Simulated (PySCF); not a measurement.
How methods differ on the excitation energy of Sc(2+)

Sc(2+) [Ar] 3d1 (2D) → Sc(2+) [Ar] 4s1 (2S), as a difference of total energies. All numbers are calculated (PySCF 2.14, the non-relativistic Hamiltonian (point nucleus), in def2-TZVPPD (6s6p4d2f1g, 67 functions)). Correlated levels: valence and next inner shell: [Ne] frozen. The calculations carry no spin-orbit coupling.

| method | excitation energy (cm⁻¹) |
| --- | --- |
| UHF | 26006 |
| LDA | 30807 |
| PBE | 31453 |
| PBE0 | 31473 |
| r2SCAN | 33025 |
| M06-2X | 28948 |
| PBEsol | 31650 |
| M06-L | 34974 |
| HSE06 | 31268 |
| MP2 (valence and next inner shell) | 22946 |
| SCS-MP2 (valence and next inner shell) | 23584 |

A first-order spin-orbit estimate (lowest level to lowest level, LS coupling) adds 0.016 eV.
